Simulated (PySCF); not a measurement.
SMILES [CH3][Al]([CH3])[CH2]B(O)O, GFN2-xTB optimised geometry.

```
17

B      0.40     0.20     0.16
O      0.36    -1.18     0.00
O      1.61     0.73     0.46
C     -1.05     0.78     0.00
Al    -1.65    -1.18     0.00
C     -2.05    -2.06     1.75
C     -2.09    -1.96    -1.79
H      1.19    -1.67     0.04
H      1.65     1.67     0.59
H     -1.31     1.56     0.71
H     -1.18     1.22    -0.99
H     -1.64    -3.07     1.83
H     -1.70    -1.51     2.62
H     -3.13    -2.17     1.88
H     -1.77    -3.00    -1.90
H     -1.66    -1.42    -2.64
H     -3.17    -1.97    -1.94
```

Density from PBE0/def2-SVP (PySCF) at that geometry.

Minimum of the electron density along straight lines between bonded atoms, close to the bond critical point (lines longer than 1.1 times the sum of covalent radii, or with two minima, are not listed):

```json
[
 {"bond": "B1–O2", "length / Å": "1.395", "ρ at the minimum / e bohr⁻³": "0.180", "∇²ρ there / e bohr⁻⁵": "1.00", "position (fraction from the first atom)": "0.33"},
 {"bond": "B1–O3", "length / Å": "1.351", "ρ at the minimum / e bohr⁻³": "0.207", "∇²ρ there / e bohr⁻⁵": "1.14", "position (fraction from the first atom)": "0.33"},
 {"bond": "B1–C4", "length / Å": "1.567", "ρ at the minimum / e bohr⁻³": "0.188", "∇²ρ there / e bohr⁻⁵": "(withheld)", "position (fraction from the first atom)": "0.33"},
 {"bond": "O2–Al5", "length / Å": "2.010", "ρ at the minimum / e bohr⁻³": "(withheld)", "∇²ρ there / e bohr⁻⁵": "0.28", "position (fraction from the first atom)": "0.58"},
 {"bond": "C4–Al5", "length / Å": "2.049", "ρ at the minimum / e bohr⁻³": "(withheld)", "∇²ρ there / e bohr⁻⁵": "0.26", "position (fraction from the first atom)": "0.60"},
 {"bond": "Al5–C6", "length / Å": "1.999", "ρ at the minimum / e bohr⁻³": "0.077", "∇²ρ there / e bohr⁻⁵": "0.31", "position (fraction from the first atom)": "0.40"},
 {"bond": "Al5–C7", "length / Å": "1.999", "ρ at the minimum / e bohr⁻³": "0.077", "∇²ρ there / e bohr⁻⁵": "0.31", "position (fraction from the first atom)": "0.40"},
 {"bond": "O2–H8", "length / Å": "0.961", "ρ at the minimum / e bohr⁻³": "0.350", "∇²ρ there / e bohr⁻⁵": "-2.49", "position (fraction from the first atom)": "0.82"},
 {"bond": "O3–H9", "length / Å": "0.955", "ρ at the minimum / e bohr⁻³": "0.359", "∇²ρ there / e bohr⁻⁵": "-2.56", "position (fraction from the first atom)": "0.82"},
 {"bond": "C4–H10", "length / Å": "1.091", "ρ at the minimum / e bohr⁻³": "0.263", "∇²ρ there / e bohr⁻⁵": "-0.89", "position (fraction from the first atom)": "0.62"},
 {"bond": "C4–H11", "length / Å": "1.095", "ρ at the minimum / e bohr⁻³": "0.258", "∇²ρ there / e bohr⁻⁵": "-0.85", "position (fraction from the first atom)": "0.62"},
 {"bond": "C6–H12", "length / Å": "1.096", "ρ at the minimum / e bohr⁻³": "0.263", "∇²ρ there / e bohr⁻⁵": "-0.89", "position (fraction from the first atom)": "0.62"},
 {"bond": "C6–H13", "length / Å": "1.095", "ρ at the minimum / e bohr⁻³": "0.264", "∇²ρ there / e bohr⁻⁵": "-0.90", "position (fraction from the first atom)": "0.62"},
 {"bond": "C6–H14", "length / Å": "1.094", "ρ at the minimum / e bohr⁻³": "0.264", "∇²ρ there / e bohr⁻⁵": "-0.90", "position (fraction from the first atom)": "0.62"},
 {"bond": "C7–H15", "length / Å": "1.095", "ρ at the minimum / e bohr⁻³": "0.263", "∇²ρ there / e bohr⁻⁵": "-0.89", "position (fraction from the first atom)": "0.62"},
 {"bond": "C7–H16", "length / Å": "1.095", "ρ at the minimum / e bohr⁻³": "0.264", "∇²ρ there / e bohr⁻⁵": "-0.90", "position (fraction from the first atom)": "0.62"},
 {"bond": "C7–H17", "length / Å": "1.094", "ρ at the minimum / e bohr⁻³": "0.264", "∇²ρ there / e bohr⁻⁵": "-0.90", "position (fraction from the first atom)": "0.62"}
]
```

Fill in the missing entries.


- B1–C4, ∇²ρ there / e bohr⁻⁵: -0.27
- O2–Al5, ρ at the minimum / e bohr⁻³: 0.040
- C4–Al5, ρ at the minimum / e bohr⁻³: 0.068
